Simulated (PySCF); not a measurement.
## How methods differ on the electron affinity of As

As- [Ar] 3d10 4s2 4p4 (3P) → As [Ar] 3d10 4s2 4p3 (4S), as a difference of total energies. Computed with PySCF 2.14 in aug-cc-pVDZ-DK, with the spin-free X2C one-electron Hamiltonian (Gaussian nucleus). Correlated levels: valence: [Ar] 3d10 frozen. The calculations carry no spin-orbit coupling.

```tsv
method	electron affinity (eV)
UHF	-0.339
LDA	1.024
PBE	0.804
PBE0	0.714
r2SCAN	0.763
B3LYP	0.927
B2PLYP	0.655
wB97X-V	0.805
TPSSh	0.735
MP2 (valence)	0.254
SCS-MP2 (valence)	0.279
```

A first-order spin-orbit estimate (lowest level to lowest level, LS coupling) adds 0.064 eV.

Errors of the correlated levels include the incompleteness of this basis and the frozen core.

A negative affinity means that the anion lies above the atom at that level of theory.

In the anion the highest occupied orbital energy is positive at LDA, PBE, PBE0, r2SCAN, B3LYP, B2PLYP, TPSSh, a self-interaction effect; the basis confines that electron, and the energy difference can still be sensible.

For comparison: 0.804 eV (measured; photodetachment measurements, as compiled on the Wikipedia data page of electron affinities).
